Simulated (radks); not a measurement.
Be, configuration [He] 2s2.

All-electron calculation, scalar-relativistic Kohn-Sham, r2SCAN, spin-unpolarised, spherical densities, finite nucleus; meta-GGA in the generalised Kohn-Sham scheme; Fermi nuclear charge, rms radius 2.519 fm. Program: a radial shooting solver on a logarithmic mesh with Libxc functionals.

Energy parts (hartree):
total: -14.65204
kinetic: 14.59060
electron-nucleus: -33.66547
Hartree: 7.16549
exchange-correlation: -2.74267

Orbitals (lengths in bohr, moments of r in powers of bohr):
| orbital | occ. | eigenvalue (hartree) | <r^2> |
|---|---|---|---|
| 1s | 2 | -3.99230 | 0.2382 |
| 2s | 2 | -0.21119 | 8.201 |

The highest occupied level is 2s at -5.747 eV. The electron density at the nucleus is 35.89 e/bohr^3 (large components only). Summed over all electrons, <r^2> = 16.88 bohr^2, which gives a Langevin (diamagnetic) susceptibility term of -13.4 x 10^-6 cm^3/mol.
